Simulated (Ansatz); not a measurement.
Species: H8N4Si, SMILES `N[Si](N)(N)N` (charge 0, multiplicity 1).

Task: Give a relaxed geometry from B3LYP-D3(BJ)/def2-SVP run with Ansatz (a quantum-chemistry and plane-wave program).

Result: This is not unique; one that fits is the end point of this relaxation, one of several conformers (outside a Z-matrix the atoms follow the SMILES, hydrogens last).
Cartesian coordinates (Å) in one orientation:
```xyz
13

N      0.433     1.463     0.826
Si     0.000     0.000     0.000
N     -0.416    -1.293     1.080
N      1.311    -0.679    -0.911
N     -1.327     0.509    -0.995
H      1.280     1.484     1.385
H     -0.298     2.016     1.264
H     -0.540    -2.228     0.704
H     -1.080    -1.118     1.829
H      1.666    -0.175    -1.718
H      2.069    -1.140    -0.415
H     -1.230     1.352    -1.553
H     -1.867    -0.191    -1.496
```
